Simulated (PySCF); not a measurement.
C4H3Cl2N.
Geometry (GFN2-xTB, Å), atoms numbered from 1 in this order:
```xyz
10
C4H3Cl2N angstrom
N     -0.1392    2.8021   -0.4666
C      0.3975    1.8186   -0.2221
C      1.0849    0.6279    0.0720
C      0.4831   -0.5682    0.0747
Cl     1.3766   -1.9914    0.4339
C     -0.9692   -0.7772   -0.1785
Cl    -1.7839   -1.1221    1.3872
H      2.1384    0.7341    0.2883
H     -1.4314    0.1199   -0.5905
H     -1.1479   -1.6392   -0.8210
```

Computed at PBE0/pcSseg-1 (PySCF, non-relativistic), with Q(14N) = 0.02044 b, Q(35Cl) = −0.0817 b: N1, 14N (I = 1): χzz = -4.731 MHz, η = 0.090; Cl5, 35Cl (I = 3/2): χzz = -76.29 MHz, η = 0.155; Cl7, 35Cl (I = 3/2): χzz = -82.31 MHz, η = 0.040.

Problem. Find the zero-field quadrupole resonance frequencies of 14N at N1.

Solution. From ν± = (3/4)|χ|(1 ± η/3) and ν0 = |χ|η/2: ν+ 3.655 MHz, ν− 3.442 MHz, ν0 0.213 MHz (nitrile nitrogen).

Problem. Where would the pure quadrupole (NQR) lines of 35Cl at Cl5 fall for the rigid, isolated species?

Solution. From ν = (|χ|/2)√(1 + η²/3): ν = 38.30 MHz (vinyl chlorine). For 37Cl the ratio of quadrupole moments, 0.7881, gives 30.18 MHz.

Problem. Where would the pure quadrupole (NQR) lines of 35Cl at Cl7 fall for the rigid, isolated species?

Solution. From ν = (|χ|/2)√(1 + η²/3): ν = 41.17 MHz (alkyl chlorine). For 37Cl the ratio of quadrupole moments, 0.7881, gives 32.44 MHz.

Problem. Apply the simplest Townes–Dailey estimate (no s hybridisation, no π bonding), ionic character = 1 − χzz/χ0, where χ0 is the coupling for one missing p electron along the bond: −109.74 MHz for 35Cl.

Solution. Cl5 on C4: 1 − (-76.29)/(-109.74) = 0.30; Cl7 on C6: 1 − (-82.31)/(-109.74) = 0.25. In this model a purely covalent bond gives χ0 and a free halide ion gives zero; s hybridisation or π bonding, where present, is counted here as ionic character.

In a crystal, neighbours and librations shift these lines. GFN2-xTB bond lengths can be off by several hundredths of an ångström, more for odd bonds, and the gradients follow them. With so small a basis the couplings can be 20 % off.

These values come from a run that also computed NMR shieldings. Hardware: Arm Neoverse V2, one thread, on a shared host. Cost: 14 s wall, 0.70 GiB resident at most.

One conformer stands for the species.
